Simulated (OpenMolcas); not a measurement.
## Mn³⁺: CASPT2 settings compared

```
Program             : OpenMolcas
Basis               : ANO-RCC-VTZP [6s5p3d2f1g]
Scalar Hamiltonian  : DKH2, point nucleus
Active space        : 4 electrons in 5 orbitals (3d)
State averaging     : 2S+1 = 5 even, 5 roots; 2S+1 = 3 even, 45 roots (30 in the spin-orbit step); 2S+1 = 1 even, 50 roots (22 in the spin-orbit step)
Spin-orbit coupling : RASSI with atomic mean-field integrals over the reference wave functions, term energies averaged over their components
```

Methods on the same reference wave functions:
A. CASSCF
B. SS-CASPT2, IPEA 0.35 Eh, sigma2 regulariser 0.5 Eh (closed shells correlated: 2s 2p 3s 3p)
C. SS-CASPT2, IPEA 0.6 Eh, no level shift (closed shells correlated: 3s 3p)
D. SS-CASPT2, IPEA 0.5 Eh, sigma2 regulariser 0.2 Eh (closed shells correlated: 3s 3p)

Energies in cm-1 above 3d4 5D0, the measured ground level; measured values from Corliss and Sugar, J. Phys. Chem. Ref. Data 6, 1253 (1977).

```json
{"Level": "3d4 5D0", "A": "0.0", "B": "0.0", "C": "0.0", "D": "0.0", "Measured": "0.0"}
{"Level": "3d4 5D1", "A": "102", "B": "103", "C": "103", "D": "103", "Measured": "99.0"}
{"Level": "3d4 5D2", "A": "300", "B": "304", "C": "304", "D": "304", "Measured": "287"}
{"Level": "3d4 5D3", "A": "587", "B": "592", "C": "592", "D": "592", "Measured": "552"}
{"Level": "3d4 5D4", "A": "952", "B": "954", "C": "954", "D": "954", "Measured": "886"}
{"Level": "3d4 3H4", "A": "23650", "B": "21770", "C": "21950", "D": "21860", "Measured": "21281"}
{"Level": "3d4 3H5", "A": "23856", "B": "21990", "C": "22170", "D": "22080", "Measured": "21475"}
{"Level": "3d4 3H6", "A": "24091", "B": "22230", "C": "22410", "D": "22320", "Measured": "21679"}
{"Level": "3d4 3P0", "A": "25546", "B": "21090", "C": "21580", "D": "21400", "Measured": "20654"}
{"Level": "3d4 3P1", "A": "26086", "B": "21630", "C": "22120", "D": "21940", "Measured": "21279"}
{"Level": "3d4 3P2", "A": "27170", "B": "22710", "C": "23200", "D": "23020", "Measured": "22325"}
{"Level": "3d4 3F2", "A": "27230", "B": "23330", "C": "23790", "D": "23620", "Measured": "22791"}
{"Level": "3d4 3F3", "A": "27279", "B": "23390", "C": "23840", "D": "23670", "Measured": "22862"}
{"Level": "3d4 3F4", "A": "27393", "B": "23500", "C": "23950", "D": "23780", "Measured": "22959"}
{"Level": "3d4 3G3", "A": "29820", "B": "26130", "C": "26450", "D": "26330", "Measured": "25440"}
{"Level": "3d4 3G4", "A": "30071", "B": "26390", "C": "26710", "D": "26580", "Measured": "25671"}
{"Level": "3d4 3G5", "A": "30277", "B": "26610", "C": "26920", "D": "26800", "Measured": "25878"}
```

Deviations, from unrounded energies. A percentage is the sum of absolute deviations over the sum of measured energies, with the sign that they share, or ± where signs differ.

| Against measurement | Levels | A | B | C | D |
| --- | --- | --- | --- | --- | --- |
| mean absolute deviation (cm-1) | 16 | 3000 | 410 | 680 | 580 |
| fine structure of the ground term (%) | 4 | +6.4 | +7.1 | +7.0 | +7.1 |
| other terms of the ground configuration (%) | 12 | +17.6 | +2.4 | +3.9 | +3.3 |

B lies closest to measurement on these levels and A furthest from it. The largest miss of B in the table is 3d4 3G5, by +730 cm-1. The ranking rests on the paired levels alone, and a cruder setting can come out closer through cancelling errors.

Among B to D the level of the table that moves most is 3d4 3P2, by 490 cm-1 (lowest in B, highest in C). Moves below CASPT2's spread within the term are not significant.

From A to B the spin-free energies of the other terms of 3d4 shown, above 5D, scale by factors of 0.83 to 0.92, as is usual when dynamic correlation screens the repulsion within a d or f shell.

The lowest spin-free term lies below A's lowest term by 0.405 hartree in B, 0.358 hartree in C, 0.361 hartree in D.

Term energies are means over components that CASPT2 splits; among the terms shown or strongly mixed into the levels shown the widest spread is 220 cm-1 (3d4 3F, C). Some high roots are left out of the spin-orbit mixing, which shifts the levels that they would mix with. Without dynamic correlation excited terms often stand tens of per cent too high (terms of higher spin than the ground term too low), and those without a measured partner can miss by more than the paired ones (holds for A). Measured partners are found by configuration, term and J. A level has none where our copy of the source lacks it or the pairing is in doubt (some pairs that miss far off the trend of their configuration count as doubtful), and it then counts in no deviation. Only configurations of the active space appear. Levels that lie high or do not pair safely by name in every column are left out.
